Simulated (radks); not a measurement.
Values are calculated unless marked as measured or tabulated.
Cs3+, configuration [Kr] 4d10 5s2 5p4.

Level of theory: scalar-relativistic Kohn-Sham, MS2 meta-GGA, spin-polarised, spherical densities, finite nucleus; open shells are filled with parallel spins first (spin-orbit coupling, left out, can overturn this in heavy ions); meta-GGA in the generalised Kohn-Sham scheme; Fermi nuclear charge, rms radius 4.8041 fm (a radial shooting solver on a logarithmic mesh with Libxc functionals).

Energy parts (hartree):
total: -7784.2657
kinetic: 8201.6182
electron-nucleus: -18780.9970
Hartree: 2985.8923
exchange-correlation: -190.7792

Orbitals (lengths in bohr, moments of r in powers of bohr):
\begin{tabular}{lrrr}
orbital & occ. & eigenvalue (hartree) & <r^4> \\ \hline
1s up & 1 & -1317.939 & 2.244e-06 \\
1s down & 1 & -1317.935 & 2.244e-06 \\
2s up & 1 & -207.9278 & 0.0003769 \\
2s down & 1 & -207.9268 & 0.0003769 \\
2p up & 3 & -186.4434 & 0.0002745 \\
2p down & 3 & -186.4403 & 0.0002745 \\
3s up & 1 & -44.29275 & 0.01569 \\
3s down & 1 & -44.29020 & 0.01569 \\
3p up & 3 & -37.33513 & 0.01652 \\
3p down & 3 & -37.33143 & 0.01651 \\
3d up & 5 & -27.18826 & 0.01419 \\
3d down & 5 & -27.18403 & 0.01419 \\
4s up & 1 & -9.31704 & 0.4293 \\
4s down & 1 & -9.31240 & 0.4295 \\
4p up & 3 & -7.08350 & 0.5768 \\
4p down & 3 & -7.07923 & 0.5745 \\
4d up & 5 & -3.83643 & 1.093 \\
4d down & 5 & -3.82777 & 1.067 \\
5s up & 1 & -2.03556 & 14.58 \\
5s down & 1 & -1.94324 & 14.43 \\
5p up & 3 & -1.49978 & 24.36 \\
5p down & 1 & -1.41287 & 25.68 \\
\end{tabular}

The highest occupied level is 5p down at -38.446 eV. The spin density at the nucleus is -1.763 e/bohr^3 (1s -0.355, 2s 0.143, 3s 0.519, 4s 1.887, 5s -3.958). Summed over all electrons, <r^2> = 37.43 bohr^2, which gives a Langevin (diamagnetic) susceptibility term of -29.6 x 10^-6 cm^3/mol.
